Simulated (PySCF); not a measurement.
In(NH2)3 (H6InN3), SMILES [NH2][In]([NH2])[NH2]. Geometry: PBE-D3(BJ)/def2-SVP. The def2 effective core potentials stand for the cores of In; spin–orbit coupling is left out. Other conformers were not sampled.

All values below come from PBE-D3(BJ)/def2-SVP (PySCF).

Harmonic wavenumbers (cm⁻¹): 95, 107, 131, 135, 197, 207, 449, 451, 462, 583, 585, 590, 719, 801, 801, 1478, 1484, 1492, 3414, 3414, 3416, 3514, 3514, 3514. Rotational constants (GHz): 4.576, 4.452, 2.283; symmetry number 1.

Task: Work out the zero-point energy and the ideal-gas rigid-rotor harmonic-oscillator thermochemistry at 298.15 K and 1 atm.

Result: ZPE = ½ Σ hcν = ½ × 31554 cm⁻¹ = 45.11 kcal/mol. H − E(el) = 50.92 kcal/mol. Entropy in cal/(mol K): translation 41.17, rotation 26.34, vibration 21.42, total 88.93. G − E(el) = 24.41 kcal/mol. Cp = 28.93 cal/(mol K). Modes under 150 cm⁻¹ make the vibrational entropy uncertain.
